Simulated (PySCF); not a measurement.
Al2B2H4, AlBH4NO, BFH2NSi (calculated)

All values are calculated (PySCF 2.14.0). Calculation on a computer-drawn molecule: the log of a Hartree-Fock and frozen-core CCSD(T) single point meant for a local Hartree-Fock minimum, with one planted fault or none, to be diagnosed. Offsets are logged minus clean, where the clean run is the same molecule without the fault. The reference is restricted for singlets and unrestricted otherwise, and also for a bond in bohr or an excited solution. Adding or removing an electron swaps singlet and doublet. The excited solution moves the top pair (singlet) or top alpha electron (doublet) to the lowest empty orbital. Highest occupied and lowest empty are orbital energies over both spins, largest force is the largest gradient component, triples share is (T) over the correlation energy, the T1 limit is 0.02 restricted and 0.045 unrestricted, electrons count all cores, a negative frequency is imaginary (commonest isotopes), and the dipole is about the centre of nuclear charge.

Common to all runs: meant basis cc-pV(D+d)Z; logged SCF converged yes; logged CC converged yes; logged SCF stable within its kind yes; possible faults no fault, one electron removed, one electron added, multiplicity raised by two, geometry at a saddle point, SCF held on an excited solution, minimal basis STO-3G, one bond length entered in bohr, all coordinates scaled.

```yaml
- entry: 1
  formula: Al2B2H4
  logged_structure:
    atoms_angstrom:
      - [B, 0.0591, -1.9251, -1.4735]
      - [B, 0.4375, -0.4289, -0.9679]
      - [Al, -0.0461, 1.2937, -2.3377]
      - [Al, 1.3486, -0.2201, 0.9259]
      - [H, 0.8377, -2.5877, -2.1151]
      - [H, -1.0199, -2.4133, -1.2402]
      - [H, 0.4626, 0.0051, 2.2219]
      - [H, 2.9289, -0.226, 1.0608]
  given:
    meant_charge: 0
    meant_multiplicity: 1
    logged_electrons: 40
    logged_basis_functions: 94
    logged_spin_squared: 2.0226
    "logged_highest_occupied [eV]": -6.4723
    "logged_lowest_empty [eV]": -0.37944
    "logged_largest_force [hartree/bohr]": 0.025813
    logged_T1_diagnostic: 0.049326
    logged_D1_diagnostic: 0.22793
    logged_triples_share: 0.039452
    "logged_dipole_magnitude [debye]": 1.4424
    "logged_energy_HF [hartree]": -535.41611
    "logged_energy_CCSD(T) [hartree]": -535.75039
    drawn_bonds_atom: [1, 2, 2, 1, 1, 4, 4]
    drawn_bonds_other_atom: [2, 3, 4, 5, 6, 7, 8]
    drawn_bonds_order: [1, 1, 1, 1, 1, 1, 1]
  results:
    planted_fault: "multiplicity raised by two"
    "HF_energy_offset_from_clean_run [kcal/mol]": 14.82
    "CCSD(T)_energy_offset_from_clean_run [kcal/mol]": 21.05
  notes: ["T1 above single-reference limit"]
- entry: 2
  formula: AlBH4NO
  logged_structure:
    atoms_angstrom:
      - [B, -2.4462, -3.2714, -0.2912]
      - [O, -1.8867, -2.1969, -0.2477]
      - [Al, -0.958, -0.5777, -0.2758]
      - ["N", -1.5427, 0.4496, 0.9821]
      - [H, -2.9872, -4.3073, -0.3312]
      - [H, 0.0917, -0.5622, -1.4073]
      - [H, -1.1861, 1.3736, 1.1558]
      - [H, -2.2684, 0.2468, 1.6454]
  given:
    meant_charge: 1
    meant_multiplicity: 1
    logged_electrons: 36
    logged_basis_functions: 85
    logged_spin_squared: 2.0474
    "logged_highest_occupied [eV]": -8.9726
    "logged_lowest_empty [eV]": -5.3198
    "logged_largest_force [hartree/bohr]": 0.094223
    logged_T1_diagnostic: 0.023744
    logged_D1_diagnostic: 0.10717
    logged_triples_share: 0.025334
    "logged_dipole_magnitude [debye]": 5.6471
    "logged_energy_HF [hartree]": -397.96754
    "logged_energy_CCSD(T) [hartree]": -398.45945
    drawn_bonds_atom: [1, 2, 3, 1, 3, 4, 4]
    drawn_bonds_other_atom: [2, 3, 4, 5, 6, 7, 8]
    drawn_bonds_order: [1, 1, 1, 1, 1, 1, 1]
  results:
    planted_fault: "multiplicity raised by two"
    "HF_energy_offset_from_clean_run [kcal/mol]": 108.0
    "CCSD(T)_energy_offset_from_clean_run [kcal/mol]": 125.4
- entry: 3
  formula: BFH2NSi
  logged_structure:
    atoms_angstrom:
      - ["N", -2.519, -1.0982, -1.9958]
      - [B, -1.4283, -1.0868, -1.4334]
      - [Si, 0.3602, -1.1874, -0.549]
      - [F, 0.2863, -0.4722, 0.9026]
      - [H, -3.3995, -1.0912, -2.4395]
      - [H, 1.4139, -0.5143, -1.3325]
  given:
    meant_charge: 0
    meant_multiplicity: 2
    logged_electrons: 37
    logged_basis_functions: 75
    logged_spin_squared: 0.7556
    "logged_highest_occupied [eV]": -9.6398
    "logged_lowest_empty [eV]": 0.92592
    "logged_largest_force [hartree/bohr]": 1.5232e-05
    "logged_lowest_frequency [cm^-1]": 152.37
    logged_T1_diagnostic: 0.017962
    logged_D1_diagnostic: 0.056596
    logged_triples_share: 0.029059
    "logged_dipole_magnitude [debye]": 1.6953
    "logged_energy_HF [hartree]": -468.70556
    "logged_energy_CCSD(T) [hartree]": -469.25099
    drawn_bonds_atom: [1, 2, 3, 1, 3]
    drawn_bonds_other_atom: [2, 3, 4, 5, 6]
    drawn_bonds_order: [2, 1, 1, 1, 1]
  results:
    planted_fault: "no fault"
    "HF_energy_offset_from_clean_run [kcal/mol]": 0.0
    "CCSD(T)_energy_offset_from_clean_run [kcal/mol]": 0.0
```
